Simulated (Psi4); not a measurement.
C₃H₉B, singlet, at a GFN2-xTB geometry; CCSD(T)/STO-3G (Psi4).

Here is a job for Psi4.
```
memory 2 GB

molecule mol {
0 1
B     0.000011    0.000265    0.000368
C     1.526233   -0.148233   -0.370683
H     1.837628   -1.191716   -0.340873
H     2.141736    0.362178    0.370156
H     1.791906    0.250783   -1.346705
C    -0.550142   -0.622278    1.341599
H    -1.311379   -1.371296    1.124130
H    -1.048682    0.134363    1.946360
H     0.207890   -1.095705    1.960904
C    -0.976066    0.770665   -0.970706
H    -1.997908    0.852717   -0.608273
H    -1.009992    0.277987   -1.942191
H    -0.611403    1.778441   -1.166611
}

set {
  basis sto-3g
  reference rhf
  freeze_core true
  mp2_type conv
  scf_type pk
  puream true
  d_convergence 1e-8
}

energy('ccsd(t)')
print_variables()
```

Problem. Predict the main parts of the log of this Psi4 run.

Solution. 
```
   => Loading Basis Set <=

    Name: STO-3G
    Role: ORBITAL
    Keyword: BASIS

         ---------------------------------------------------------
                                   SCF
               by Justin Turney, Rob Parrish, Andy Simmonett
                          and Daniel G. A. Smith
                              RHF Reference
         ---------------------------------------------------------

  ==> Geometry <==

    Molecular point group: c1
    Full point group: C1

    Geometry (in Angstrom), charge = 0, multiplicity = 1:

       Center              X                  Y                   Z               Mass
    ------------   -----------------  -----------------  -----------------  -----------------
         B            0.000007157149     0.000220422838     0.000306584882    11.009305360000
         C            1.526229157149    -0.148277577162    -0.370744415118    12.000000000000
         H            1.837624157149    -1.191760577162    -0.340934415118     1.007825032230
         H            2.141732157149     0.362133422838     0.370094584882     1.007825032230
         H            1.791902157149     0.250738422838    -1.346766415118     1.007825032230
         C           -0.550145842851    -0.622322577162     1.341537584882    12.000000000000
         H           -1.311382842851    -1.371340577162     1.124068584882     1.007825032230
         H           -1.048685842851     0.134318422838     1.946298584882     1.007825032230
         H            0.207886157149    -1.095749577162     1.960842584882     1.007825032230
         C           -0.976069842851     0.770620422838    -0.970767415118    12.000000000000
         H           -1.997911842851     0.852672422838    -0.608334415118     1.007825032230
         H           -1.009995842851     0.277942422838    -1.942252415118     1.007825032230
         H           -0.611406842851     1.778396422838    -1.166672415118     1.007825032230

  Running in c1 symmetry.

  Rotational constants: A =      0.24246  B =      0.24236  C =      0.12970 [cm^-1]
  Rotational constants: A =   7268.85233  B =   7265.88739  C =   3888.25712 [MHz]
  Nuclear repulsion =  112.542964884469654

  Charge       = 0
  Multiplicity = 1
  Electrons    = 32
  Nalpha       = 16
  Nbeta        = 16

  ==> Algorithm <==

  SCF Algorithm Type is PK.
  DIIS enabled.
  MOM disabled.
  Fractional occupation disabled.
  Guess Type is SAD.
  Energy threshold   = 1.00e-08
  Density threshold  = 1.00e-08
  Integral threshold = 1.00e-12

  ==> Primary Basis <==

  Basis Set: STO-3G
    Blend: STO-3G
    Number of shells: 21
    Number of basis functions: 29
    Number of Cartesian functions: 29
    Spherical Harmonics?: true
    Max angular momentum: 1

  ==> Integral Setup <==

  Using in-core PK algorithm.
   Calculation information:
      Number of atoms:                  13
      Number of AO shells:              21
      Number of primitives:             63
      Number of atomic orbitals:        29
      Number of basis functions:        29

      Integral cutoff                 1.00e-12
      Number of threads:                 1

  Performing in-core PK
  Using 189660 doubles for integral storage.
  We computed 26100 shell quartets total.
  Whereas there are 26796 unique shell quartets.

  ==> DiskJK: Disk-Based J/K Matrices <==

    J tasked:                  Yes
    K tasked:                  Yes
    wK tasked:                  No
    Schwarz Cutoff:          1E-12

  Minimum eigenvalue in the overlap matrix is 2.0692312623E-01.
  Reciprocal condition number of the overlap matrix is 8.3000034846E-02.
    Using symmetric orthogonalization.

  ==> Pre-Iterations <==

  SCF Guess: Superposition of Atomic Densities via on-the-fly atomic UHF (no occupation information).

   -------------------------
    Irrep   Nso     Nmo
   -------------------------
     A         29      29
   -------------------------
    Total      29      29
   -------------------------

  ==> Iterations <==

[...]
  @RHF Final Energy:  -141.85958939139201
    Total Energy =                       -141.8595893913920065
[...]
     2        -0.247767736596392    2.565e-02    0.003956    0.016881    0.016881    0.111977
     3        -0.248688934839243    3.635e-03    0.004096    0.017698    0.017698    0.112853
     4        -0.248852206247331    1.177e-03    0.004089    0.017735    0.017735    0.113065
     5        -0.248857755011997    2.599e-04    0.004094    0.017770    0.017770    0.113072
     6        -0.248857323793623    3.301e-05    0.004095    0.017773    0.017773    0.113072
     7        -0.248857818002609    9.677e-06    0.004095    0.017771    0.017771    0.113072
     8        -0.248858058084080    2.829e-06    0.004095    0.017770    0.017770    0.113072
     9        -0.248858047389155    9.504e-07    0.004095    0.017770    0.017770    0.113072
    10        -0.248858039952573    3.473e-07    0.004095    0.017770    0.017770    0.113072
    11        -0.248858038101154    1.390e-07    0.004095    0.017770    0.017770    0.113072
    12        -0.248858043269928    4.776e-08    0.004095    0.017770    0.017770    0.113072

    Iterations converged.

    Largest TIA Amplitudes:
              6   0         0.0176472985
              3   5         0.0064992562
              0   5         0.0026172188
             11   1         0.0023852730
             10   2         0.0023826860
              5   1         0.0023105030
              4   2         0.0023098489
              6  10         0.0014055350
              5   2         0.0013717591
              4   1        -0.0013714147

    Largest TIjAb Amplitudes:
      3   3   0   0        -0.0373371742
      8   8   3   3        -0.0280105137
      7   7   4   4        -0.0273120201
      9   9   6   6        -0.0255637328
     10  10   2   2        -0.0255568874
     11  11   1   1        -0.0255283772
     10  10  11  11        -0.0219534909
     11  11  12  12        -0.0219284393
     11  11   5   5        -0.0217365779
     10  10   5   5        -0.0215406466

    SCF energy       (wfn)                    = -141.859589391392007
    Reference energy (file100)                = -141.859589391391950

    Opposite-spin MP2 correlation energy      =   -0.167346805780105
    Same-spin MP2 correlation energy          =   -0.018606348592204
    Singles MP2 correlation energy            =   -0.000000000000000
    MP2 correlation energy                    =   -0.185953154372309
      * MP2 total energy                      = -142.045542545764249

    Opposite-spin CCSD correlation energy     =   -0.232898239358877
    Same-spin CCSD correlation energy         =   -0.015959803911051
    Singles CCSD correlation energy           =    0.000000000000000
    CCSD correlation energy                   =   -0.248858043269928
      * CCSD total energy                     = -142.108447434661883

            **************************
            *                        *
            *        CCTRIPLES       *
            *                        *
            **************************

    Wave function   =    CCSD_T
    Reference wfn   =      RHF

    Nuclear Rep. energy (wfn)                =  112.542964884469654
    SCF energy          (wfn)                = -141.859589391392007
    Reference energy    (file100)            = -141.859589391391950
    CCSD energy         (file100)            =   -0.248858043269928
    Total CCSD energy   (file100)            = -142.108447434661883

    Number of ijk index combinations:              364
    Approx. words needed per explicit thread:            8788
    Number of threads for explicit ijk threading:    1

    MKL num_threads set to 1 for explicit threading.

    (T) energy                                =   -0.001642393880028
      * CCSD(T) total energy                  = -142.110089828541902

  Variable Map:
  ----------------------------------------------------------------------------
[...]
  Array Variable Map:
  ----------------------------------------------------------------------------
[...]
[...]
```
